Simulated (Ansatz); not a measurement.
Ligands exchanged one at a time, Al Br-SH. Gas-phase values, no solvent. One relaxed conformer stands for each flexible species; it need not be the lowest. Strings in code marks are SMILES.

Quantity: vertical ionisation energy (energy after one electron is removed minus that of the parent at the parent's geometry), in eV.

A: `[SH][Al]([SH])[SH]`
B: `[SH][Al]([Br])[Br]` (H–S–Al–Br torsion 0°)
C: `[SH][Al]([SH])[Br]` (H–S–Al–Br torsion -180°, Br–Al–S–H torsion 0°)

**Question.** Rank these by vertical ionisation energy (energy after one electron is removed minus that of the parent at the parent's geometry) (lowest first), as frozen-core CCSD(T)/cc-pVTZ // B3LYP-D3(BJ)/def2-TZVP (Ansatz, a program for electronic structure) gives it.

**Answer.** A (9.98 eV), C (10.16 eV), B (10.40 eV)
